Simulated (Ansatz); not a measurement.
The Pb1–F3 bond of FHPb (SMILES [F][PbH]) is stretched (multiplicity 1, the rest rigid).
Geometry at rest (charge 0, multiplicity 1):
```
atom    x (Å)    y (Å)    z (Å)
----  -------  -------  -------
Pb    -0.0639  -0.1197   0.1499
H     -1.0398  -1.0734  -1.1273
F      0.6977   1.2100  -1.2402
```

Frozen-core correlation. Filled d and f shells under p-block atoms count as core.

Codes used: Ansatz (Gaussian orbitals). Values without a source in brackets are computed. In def2 rows elements past Kr take small-core potentials, without spin–orbit coupling.

FIC-MRCISD+Q on CASSCF(6,4)/def2-SVP, total energies (hartree):

| R (Å) | CASSCF | MRCISD | weight c² of the reference |
|---|---|---|---|
| 2.069 | -291.785095 | -292.018212 | 0.92724 |
| 3.621 | -291.671607 | -291.884226 | 0.92926 |
| 6.621 | -291.662800 | -291.870531 | 0.93042 |

### Question
Add the Davidson correction (E_MRCISD − E_CASSCF)(1 − c²)/c² and give the energies above the first point at the three levels.

### Answer

Corrections (hartree): -0.018293, -0.016187, -0.015534. Above the first point (kcal/mol):
- R = 3.621 Å: CASSCF 71.2, MRCISD 84.1, with the correction 85.4
- R = 6.621 Å: CASSCF 76.7, MRCISD 92.7, with the correction 94.4

Doubts at one or more of the structures used: active orbitals that take no part (FIC-MRCISD+Q on CASSCF(6,4)/def2-SVP).

Ansatz is a first-principles code.
